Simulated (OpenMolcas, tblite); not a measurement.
# How methods differ on CH6ClNSi (SMILES C[SiH](N)Cl)

The species is CH6ClNSi (10 atoms), meant as a singlet with charge 0. As SMILES, `C[SiH](N)Cl`. The shape is that of a PBE0-D4/def2-TZVP optimisation. This is one conformer, not always the lowest.

```xyz
10

C    -0.9243    0.9603   -0.4296
Si   -0.0556   -0.6376   -0.0734
N     1.2008   -0.3792    1.0508
Cl    0.5949   -1.3925   -1.9008
H    -1.7200    0.8095   -1.1616
H    -1.3595    1.3697    0.4850
H    -0.2269    1.6943   -0.8414
H    -0.9365   -1.6895    0.4826
H     1.8475    0.3826    0.9176
H     1.6627   -1.1687    1.4738
```

Each level gives the HOMO–LUMO gap (eV). The values are calculated.

```
                              level            kind     program  value (eV)   CPU time
                           GFN1-xTB  semi-empirical      tblite        7.22  under 2 s
    HF/6-31G* (spherical functions)    Hartree–Fock  OpenMolcas       16.05      8.8 s
 SVWN5/6-31G* (spherical functions)             LDA  OpenMolcas        6.67       29 s
   PBE/6-31G* (spherical functions)             GGA  OpenMolcas        6.74       40 s
  TPSS/6-31G* (spherical functions)        meta-GGA  OpenMolcas        7.08       51 s
 B3LYP/6-31G* (spherical functions)   global hybrid  OpenMolcas        8.58       40 s
B2PLYP/6-31G* (spherical functions)   double hybrid  OpenMolcas       11.66       25 s
```

The values span 6.67 to 16.05 eV. Orbital gaps aren't excitation energies, and those of double hybrids come from the SCF part alone; they tend to grow with the share of exact exchange. Times are those of the runs behind each value, whatever else they computed, on shared processors of several kinds: orders of magnitude only.
